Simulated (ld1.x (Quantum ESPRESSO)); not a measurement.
# PBE TM dataset for H (Z = 1), non-relativistic all-electron reference.

```
Element                 : hydrogen
Generator               : ld1.x (Quantum ESPRESSO) 7.5
Type                    : norm-conserving Troullier–Martins (Kleinman–Bylander form)
Functional              : PBE
Relativity              : non-relativistic
Frozen core             : none
Valence charge          : 1
Reference configuration : 1s0.5 (charge +0.5)
Partial waves           : 1s (bound): rc 1.05 bohr; 2p channel at -0.15 Ry: rc 1.06 bohr
Local potential         : all-electron potential smoothed inside 0.90 bohr (lloc = -1)
Core correction         : none
```

Poles of the logarithmic derivatives, all-electron (AE) and pseudo (PS). s: poles at 2.9 (AE) and 2.9 (PS) Ry. p: poles at no energy (AE) and no energy (PS) Ry. Test radius 1.16 bohr.

- Cutoffs needed: 21 Ry and 40 Ry (the cutoffs (Ry, on a coarse ladder) from which the occupation-weighted sum of valence levels, in a spherical-Bessel basis at the reference potential, stays within 10 and 1 mRy of its value at 400 Ry)
- Ghost test: no extra level below or beside the all-electron valence levels (s, p, d, f tested) (spherical-Bessel basis up to 400 Ry, 20 bohr box)
